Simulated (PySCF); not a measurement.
Simulation results for H4NOSi2, CH4BNSi, Al2BH6N, CH6AlB2 and others

Calculation on a computer-drawn molecule: the log of a Hartree-Fock and frozen-core CCSD(T) single point meant for a local Hartree-Fock minimum, with one planted fault or none, to be diagnosed. Offsets are logged minus clean, where the clean run is the same molecule without the fault. The reference is restricted for singlets and unrestricted otherwise, and also for a bond in bohr or an excited solution. Adding or removing an electron swaps singlet and doublet. The excited solution moves the top pair (singlet) or top alpha electron (doublet) to the lowest empty orbital. Highest occupied and lowest empty are orbital energies over both spins, largest force is the largest gradient component, triples share is (T) over the correlation energy, the T1 limit is 0.02 restricted and 0.045 unrestricted, electrons count all cores, a negative frequency is imaginary (commonest isotopes), and the dipole is about the centre of nuclear charge. Program: PySCF 2.14.0.

Common to all runs: meant charge 0; meant basis cc-pV(D+d)Z; logged SCF converged yes; possible faults no fault, one electron removed, one electron added, multiplicity raised by two, geometry at a saddle point, SCF held on an excited solution, minimal basis STO-3G, one bond length entered in bohr, all coordinates scaled.

(1) 
```xyz
8
formula=H4NOSi2 meant_multiplicity=2 logged_electrons=47 logged_basis_functions=94 logged_spin_squared=1.3425 logged_highest_occupied=-8.5427 logged_lowest_empty=0.28726 logged_largest_force=0.025042 logged_T1_diagnostic=0.043415 logged_D1_diagnostic=0.2033 logged_triples_share=0.035044 logged_CC_converged=yes logged_dipole_magnitude=3.7211 logged_SCF_stable_within_its_kind=yes logged_energy_HF=-709.39916 logged_energy_CCSD(T)=-709.9777 planted_fault=one_bond_length_entered_in_bohr,row_6_of_the_drawn_bonds HF_energy_offset_from_clean_run=62.21 CCSD(T)_energy_offset_from_clean_run=67.15
N     -1.4425     0.1784    -0.1900
Si    -0.4098     0.5317     1.1182
Si     1.7758     0.9995     0.4891
O      2.1555     1.4932    -0.8810
H     -1.4260     0.7112    -1.0385
H     -2.2723    -0.3742    -0.0996
H     -0.6852    -1.4520     3.0736
H      2.7188     0.9745     1.6334
```

Units: logged_highest_occupied, logged_lowest_empty in eV; logged_largest_force in hartree/bohr; logged_dipole_magnitude in debye; logged_energy_HF, logged_energy_CCSD(T) in hartree; HF_energy_offset_from_clean_run, CCSD(T)_energy_offset_from_clean_run in kcal/mol.

Drawn bonds:
```tsv
atom	other atom	order
1	2	1
2	3	1
3	4	2
1	5	1
1	6	1
2	7	1
3	8	1
```

(2) 
```xyz
8
formula=CH4BNSi meant_multiplicity=1 logged_electrons=36 logged_basis_functions=85 logged_spin_squared=2.0045 logged_highest_occupied=-8.0286 logged_lowest_empty=0.23659 logged_largest_force=0.036299 logged_T1_diagnostic=0.017507 logged_D1_diagnostic=0.063173 logged_triples_share=0.034639 logged_CC_converged=yes logged_dipole_magnitude=1.0836 logged_SCF_stable_within_its_kind=yes logged_energy_HF=-408.20823 logged_energy_CCSD(T)=-408.70961 planted_fault=multiplicity_raised_by_two HF_energy_offset_from_clean_run=16.69 CCSD(T)_energy_offset_from_clean_run=30.86
N      1.9582    -0.4713     0.2769
B      1.7451    -0.0783    -0.8696
C      1.3845     0.4463    -2.2801
Si    -0.4873     0.8719    -2.3455
H      2.1772    -0.8025     1.1773
H      1.9938     1.3254    -2.5036
H      1.6179    -0.3420    -3.0048
H     -0.9664    -0.5669    -2.3244
```

Units: logged_highest_occupied, logged_lowest_empty in eV; logged_largest_force in hartree/bohr; logged_dipole_magnitude in debye; logged_energy_HF, logged_energy_CCSD(T) in hartree; HF_energy_offset_from_clean_run, CCSD(T)_energy_offset_from_clean_run in kcal/mol.

Drawn bonds:
```tsv
atom	other atom	order
1	2	2
2	3	1
3	4	1
1	5	1
3	6	1
3	7	1
4	8	1
```

(3) 
```xyz
10
formula=Al2BH6N meant_multiplicity=1 logged_electrons=44 logged_basis_functions=104 logged_spin_squared=0.796 logged_highest_occupied=-7.1972 logged_lowest_empty=0.17327 logged_largest_force=0.0081702 logged_T1_diagnostic=0.053937 logged_D1_diagnostic=0.24748 logged_triples_share=0.030203 logged_CC_converged=yes logged_dipole_magnitude=2.2611 logged_SCF_stable_within_its_kind=yes logged_energy_HF=-566.35342 logged_energy_CCSD(T)=-566.79361 planted_fault=one_bond_length_entered_in_bohr,row_9_of_the_drawn_bonds HF_energy_offset_from_clean_run=59.82 CCSD(T)_energy_offset_from_clean_run=65.06
B      0.4723     1.2604    -2.9286
Al    -0.2250     0.7409    -0.9545
N      0.9741     0.2951     0.2786
Al    -2.7527     0.7093    -0.1971
H      0.5913     0.4509    -3.8152
H      0.7354     2.3923    -3.2532
H      1.9687     0.2586     0.1501
H      0.7570     0.0376     1.2238
H     -3.1883     0.3107     1.2828
H     -5.0250     1.4159    -2.0398
```

Units: logged_highest_occupied, logged_lowest_empty in eV; logged_largest_force in hartree/bohr; logged_dipole_magnitude in debye; logged_energy_HF, logged_energy_CCSD(T) in hartree; HF_energy_offset_from_clean_run, CCSD(T)_energy_offset_from_clean_run in kcal/mol.

Drawn bonds:
```tsv
atom	other atom	order
1	2	1
2	3	1
2	4	1
1	5	1
1	6	1
3	7	1
3	8	1
4	9	1
4	10	1
```

Notes: T1 above single-reference limit.

(4) 
```xyz
10
formula=CH6AlB2 meant_multiplicity=2 logged_electrons=35 logged_basis_functions=95 logged_spin_squared=3.7931 logged_highest_occupied=-8.1487 logged_lowest_empty=-0.90697 logged_largest_force=0.011295 logged_T1_diagnostic=0.039399 logged_D1_diagnostic=0.20278 logged_triples_share=0.031599 logged_CC_converged=yes logged_dipole_magnitude=2.7159 logged_SCF_stable_within_its_kind=yes logged_energy_HF=-332.44983 logged_energy_CCSD(T)=-332.85921 planted_fault=multiplicity_raised_by_two HF_energy_offset_from_clean_run=57.33 CCSD(T)_energy_offset_from_clean_run=63.79
B      0.4489    -1.4173     2.7177
Al     1.7665    -0.7340     1.2846
B      1.7978     1.3272     0.6231
C      0.9010     1.9614    -0.5155
H     -0.3139    -1.8062     3.5461
H      2.7680    -1.8264     0.7055
H      2.5360     2.1023     1.1874
H      1.4419     2.7005    -1.1148
H      0.3960     1.2596    -1.1821
H      0.1167     2.5257     0.0150
```

Units: logged_highest_occupied, logged_lowest_empty in eV; logged_largest_force in hartree/bohr; logged_dipole_magnitude in debye; logged_energy_HF, logged_energy_CCSD(T) in hartree; HF_energy_offset_from_clean_run, CCSD(T)_energy_offset_from_clean_run in kcal/mol.

Drawn bonds:
```tsv
atom	other atom	order
1	2	1
2	3	1
3	4	1
1	5	1
2	6	1
3	7	1
4	8	1
4	9	1
4	10	1
```

(5) 
```xyz
7
formula=CH3F2Si meant_multiplicity=2 logged_electrons=41 logged_basis_functions=80 logged_spin_squared=0.8554 logged_highest_occupied=-3.2646 logged_lowest_empty=-1.5471 logged_largest_force=0.044322 logged_dipole_magnitude=2.6507 logged_SCF_stable_within_its_kind=no logged_energy_HF=-527.29269
C     -2.5359    -0.0826     0.1960
Si    -1.1970     0.0103    -1.0929
F     -1.0009     1.5468    -1.5351
F      0.2023    -0.4305    -0.4277
H     -2.6527    -1.1070     0.5553
H     -2.2660     0.5588     1.0400
H     -3.4886     0.2578    -0.2144
```

Units: logged_highest_occupied, logged_lowest_empty in eV; logged_largest_force in hartree/bohr; logged_dipole_magnitude in debye; logged_energy_HF in hartree.

Drawn bonds:
```tsv
atom	other atom	order
1	2	1
2	3	1
2	4	1
1	5	1
1	6	1
1	7	1
```

Notes: coupled-cluster numbers left out as unreliable.

Questions
1. Give the missing planted fault for CH3F2Si (entry 5).

Answers
1. SCF held on an excited solution

Further results for CH3F2Si (entry 5):

- HF energy offset from clean run: 149.3 kcal/mol
